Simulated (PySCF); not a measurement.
# Fractional electron number in Mn²⁺ (manganese, charge +2)

The 3d alpha orbital of [Ar] 3d5 is emptied in steps (occupation f), with all orbitals relaxed, ending at [Ar] 3d4. All numbers are calculated (PySCF 2.14, scalar relativity by spin-free X2C-1e, in aug-cc-pVTZ-DK). The exact energy is a straight line in f; departures are measured from the line between the end points of the same method.

| f | HSE06 (eV) |
| --- | --- |
| 1 | 0.000 |
| 0.9 | -0.544 |
| 0.7 | -1.279 |
| 0.5 | -1.532 |
| 0.3 | -1.294 |
| 0.1 | -0.558 |
| 0 | 0.000 |

Q: For HSE06, how does the orbital energy at f = 1 compare with the removal energy?

A: −ε = 27.829 eV against a total-energy difference of 33.850 eV. By Janak's theorem ε = ∂E/∂f, so the gap between them reflects the curvature. Along the path −ε is 28.996 (f = 0.9), 31.373 (f = 0.7), 33.802 (f = 0.5), 36.278 (f = 0.3), 38.793 (f = 0.1) eV.

Reference removal energy between the ground levels: 33.668 ± 0.012 eV (measured; NIST Atomic Spectra Database, ionization energies). The calculation has no spin-orbit coupling. The determinant left behind need not be the lowest term of the ion.
